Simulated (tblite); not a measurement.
Q: What does the GFN2-xTB structure of `C=C[SiH2][C@@](C)(Cl)C[SiH3]` look like in three dimensions?

A: 
```xyz
21
C5H13ClSi2 angstrom
C      2.754    1.328    0.551
C      2.164    0.196    0.901
Si     1.236   -0.941   -0.272
C     -0.614   -0.911    0.251
C     -1.491   -1.773   -0.633
Cl    -0.571   -1.731    1.888
C     -1.200    0.469    0.471
Si    -1.373    1.584   -1.062
H      2.750    1.678   -0.469
H      3.268    1.958    1.261
H      2.205   -0.102    1.942
H      1.702   -2.325   -0.147
H      1.344   -0.490   -1.664
H     -2.523   -1.772   -0.282
H     -1.132   -2.800   -0.645
H     -1.470   -1.391   -1.652
H     -2.190    0.364    0.928
H     -0.583    1.001    1.201
H     -0.058    1.871   -1.636
H     -2.229    0.971   -2.079
H     -1.997    2.832   -0.615
```

Any rigid rotation of these coordinates is as good. Atoms count from 1 in this order. Si3 (SiH2 silicon) is tetrahedral (angles from 107.2° to 111.7°). The C–C distances run from 1.324 Å (C1=C2, drawn double) to 1.516 Å (C4–C7, drawn single), a spread of 0.192 Å. The C–Si distances run from 1.879 Å (C2–Si3, drawn single) to 1.923 Å (Si3–C4, drawn single), a spread of 0.044 Å. Of the pairs four or more bonds apart, Si8···H16 is among the closest relative to their van der Waals radii: 3.03 Å, 92 % of the sum of Bondi's values.

Bonds between heavy atoms (Å): C1=C2 1.324, C2–Si3 1.879, Si3–C4 1.923, C4–C5 1.515, C4–Cl6 1.831, C4–C7 1.516, C7–Si8 1.903.

Structure optimised with GFN2-xTB, isolated species.

Point group: C1 (no symmetry element, even within 0.4 Å). Its GFN2-xTB frequencies are all real (lowest 18 cm⁻¹). One conformer, not necessarily the lowest (C1–C2–Si3–C4 -114°, C2–Si3–C4–C5 179°, Si3–C4–C7–Si8 67°). 3 starts were optimised and ended at 0.00, 0.26 and 2.19 kcal/mol (GFN2-xTB); the lowest of these is shown.

Hardware: one thread, Intel Xeon at 2.70 GHz (x86_64), on a shared host. Cost: 1.1 s wall. This is the geometry optimisation.

All values are computed, not measured.
